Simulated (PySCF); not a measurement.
# Electron correlation in Ga⁺ (gallium, charge +1)

Starting occupation: [Ar] 3d10 4s2. All numbers are calculated (PySCF 2.14, X2C-1e with screened-nucleus spin-orbit coupling, Gaussian nucleus, in x2c-TZVPPall-2c with one added diffuse shell each of s, p, d type (7s8p5d1f, 63 functions)). Frozen: [Ne]; 20 electrons correlated; the 4 highest virtual spinors left out.

MP2 pair energies summed by pair of shells (mhartree):

| pair | energy | share (%) |
| --- | --- | --- |
| 3d3/2-3d5/2 | -65.53 | 19.1 |
| 3d5/2-3d5/2 | -44.86 | 13.1 |
| 3d5/2-3p3/2 | -37.59 | 11.0 |
| 4s1/2-4s1/2 | -26.44 | 7.7 |
| 3d3/2-3p3/2 | -25.47 | 7.4 |
| 3d5/2-3p1/2 | -19.14 | 5.6 |
| 3d3/2-3d3/2 | -18.32 | 5.3 |
| 3d5/2-4s1/2 | -14.43 | 4.2 |
| 3p1/2-3p3/2 | -13.94 | 4.1 |
| 3d5/2-3s1/2 | -12.65 | 3.7 |
| 3p3/2-3p3/2 | -12.37 | 3.6 |
| 3d3/2-3p1/2 | -11.93 | 3.5 |
| 3d3/2-4s1/2 | -9.45 | 2.8 |
| 3p3/2-3s1/2 | -8.64 | 2.5 |
| 3d3/2-3s1/2 | -8.36 | 2.4 |
| 3p1/2-3s1/2 | -4.35 | 1.3 |
| 3p1/2-3p1/2 | -2.78 | 0.8 |
| 3p3/2-4s1/2 | -2.76 | 0.8 |
| 3s1/2-3s1/2 | -1.68 | 0.5 |
| 3p1/2-4s1/2 | -1.29 | 0.4 |
| 3s1/2-4s1/2 | -0.56 | 0.2 |

Total MP2 correlation energy: -342.56 mhartree.

| level | correlation energy (mhartree) |
| --- | --- |
| CCSD | -319.06 |
| (T) | -9.06 |
| CCSD(T) | -328.12 |

Diagnostics: T1 = 0.010, largest double amplitude 0.088.

Cost of the coupled-cluster step: 530 s of wall time on 4 threads of Intel(R) Xeon(R) 6975P-C (shared host), for 20 occupied and 92 virtual spinors.

Iterations:

```
Init t2, MP2 energy = -0.342558190978739
CCSD nocc = 20, nmo = 112
Init t2, MP2 energy = -0.342558190978739
Init E_corr(GCCSD) = -0.342558190978739
cycle = 1  E_corr(GCCSD) = -0.298814338387422  dE = 0.0437438526  norm(t1,t2) = 0.0907441
cycle = 2  E_corr(GCCSD) = -0.321842292286314  dE = -0.0230279539  norm(t1,t2) = 0.0332135
cycle = 3  E_corr(GCCSD) = -0.317708199174447  dE = 0.00413409311  norm(t1,t2) = 0.0158981
cycle = 4  E_corr(GCCSD) = -0.318905819025074  dE = -0.00119761985  norm(t1,t2) = 0.00469313
cycle = 5  E_corr(GCCSD) = -0.31906601604  dE = -0.000160197015  norm(t1,t2) = 0.000472815
cycle = 6  E_corr(GCCSD) = -0.319061770380397  dE = 4.2456596e-06  norm(t1,t2) = 0.000110671
cycle = 7  E_corr(GCCSD) = -0.319055449245196  dE = 6.3211352e-06  norm(t1,t2) = 2.10469e-05
cycle = 8  E_corr(GCCSD) = -0.319056209812468  dE = -7.60567272e-07  norm(t1,t2) = 7.23329e-06
cycle = 9  E_corr(GCCSD) = -0.319056376632317  dE = -1.66819848e-07  norm(t1,t2) = 2.78294e-06
cycle = 10  E_corr(GCCSD) = -0.319056193286564  dE = 1.83345753e-07  norm(t1,t2) = 8.25449e-07
cycle = 11  E_corr(GCCSD) = -0.319056213797161  dE = -2.05105968e-08  norm(t1,t2) = 2.12439e-07
cycle = 12  E_corr(GCCSD) = -0.319056201401875  dE = 1.23952859e-08  norm(t1,t2) = 7.63078e-08
cycle = 13  E_corr(GCCSD) = -0.319056203074945  dE = -1.67307002e-09  norm(t1,t2) = 2.0578e-08
GCCSD converged
E(GCCSD) = -1942.315605287442  E_corr = -0.3190562030749448
```

This basis was not built for core-valence correlation, so the inner-shell part is incomplete.
